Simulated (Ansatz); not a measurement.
Basis-set extrapolation for C₂H₆ClFSi (`C[SiH](F)CCl`) (PBE0-D4/def2-TZVP geometry, frozen core, Ansatz 0.2.0). Multiplicity 1, RHF reference.

```tsv
	def2-TZVPP	def2-QZVPP
HF	-927.288505	-927.319073
MP2 correlation	-0.911333	-0.987526
CCSD(T) correlation	-0.997742	not run
```

Energies in hartree. Use E(X) = E(∞) + A·exp(−7.88·√X) for Hartree–Fock and E(X) = E(∞) + B·X^(−2.97) for correlation, with X = 3 and 4, and add CCSD(T) minus MP2 of the smaller set to the MP2 limit.

Problem. What is the CCSD(T) energy at the basis-set limit?

Solution. HF limit: -927.319073 + (-0.030568) × 0.13774 = -927.32328. MP2 limit: -0.987526 + (-0.076193) × 0.74074 = -1.04397. Higher-order term: -0.997742 − (-0.911333) = -0.08641. Total: -928.45366 hartree, 439.5 kJ/mol below CCSD(T)/def2-TZVPP.
